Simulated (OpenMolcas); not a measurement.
Fe2+: moving or changing the point charges

Fe2+ among 2 point charges of -2.5 e arranged as a linear pair (D∞h), 1.91 Å from the ion.
```
   0.0000    0.0000    1.9100  -2.50
   0.0000    0.0000   -1.9100  -2.50
```

| Property | Result |
| --- | --- |
| Program | OpenMolcas 26.06 |
| Method | SS-CASPT2, IPEA 0.25 Eh, imaginary shift 0.1 Eh (closed shells correlated: 3s 3p) |
| Basis | ANO-RCC-VDZP [5s4p2d1f] |
| Scalar Hamiltonian | DKH2, point nucleus |
| Active space | 6 electrons in 5 orbitals (3d) |
| State averaging | 2S+1 = 5 even, 5 roots; 2S+1 = 3 even, 45 roots; 2S+1 = 1 even, 50 roots |
| Spin-orbit coupling | state interaction with AMFI integrals over the reference wave functions |

Runs around this geometry, states (labels by Λ). Energies in cm-1 above the lowest state or level, χT in cm3 K/mol.

```json
{"R (Å)": "1.91", "q (e)": "-1.25", "Ground state": "5Δ", "First state of that spin": "5Π 7570", "First gap with spin-orbit (degeneracies)": "210 (2, 2)", "χT at 300 K": "4.896", "First state of another spin": "3Φ 22050"}
{"R (Å)": "1.72", "q (e)": "-2.5", "Ground state": "5Δ", "First state of that spin": "5Σ 7900", "First gap with spin-orbit (degeneracies)": "210 (2, 2)", "χT at 300 K": "4.855", "First state of another spin": "3Π 17050"}
{"R (Å)": "1.91", "q (e)": "-2.5", "Ground state": "5Δ", "First state of that spin": "5Σ 11660", "First gap with spin-orbit (degeneracies)": "210 (2, 2)", "χT at 300 K": "4.861", "First state of another spin": "3Π 19470"}
{"R (Å)": "2.05", "q (e)": "-2.5", "Ground state": "5Δ", "First state of that spin": "5Σ 11780", "First gap with spin-orbit (degeneracies)": "210 (2, 2)", "χT at 300 K": "4.869", "First state of another spin": "3Π 20790"}
```

Roots that are degenerate in the reference are averaged as groups; the widest CASPT2 spread within a group is 47 cm-1 (the 2-fold group of multiplicity 1 near 65600 cm-1 above the lowest state of its run, R = 1.72, q = -2.5). Shifts and gaps below about the spread of the groups concerned are not significant. Over all roots computed the reference weight is 0.83 to 0.94 in R = 1.72 in q = -2.5, 0.89 to 0.94 in R = 1.91 in q = -2.5; the roots of lowest weight are the least certain, and an intruder state may touch them. Free-ion shares, where given, are those of the reference states; single-state CASPT2 does not remix them. Point charges carry no covalency, so the field is a model and not that of real ligands. No measured value stands beside these numbers.
